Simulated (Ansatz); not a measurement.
A structure relaxed at PBE0-D4/def2-SVPD in Ansatz, charge -1, singlet:

| atom | x (Å) | y (Å) | z (Å) |
| --- | --- | --- | --- |
| As1 | -0.010 | -1.123 | -1.759 |
| As2 | 0.847 | 0.169 | 1.741 |
| As3 | -1.514 | -0.421 | 1.931 |
| As4 | 1.485 | 0.764 | -1.945 |
| As5 | -0.790 | 1.663 | 0.743 |
| As6 | -1.879 | -0.143 | -0.466 |
| As7 | 1.860 | -0.908 | -0.244 |

(1) Give its formula and point group.

(2) Summarise the bond lengths by kind (pairs closer than 1.2 times the sum of covalent radii, bridged metal pairs left out).

Results:

(1) As₇⁻. Point group Cs (tolerance 0.1 Å).

(2) 10 × As–As 2.41 to 2.51 Å.

Another isomer (singlet) lies 0.42 eV lower at PBE0-D4/def2-SVP; other spin states weren't run for this one.
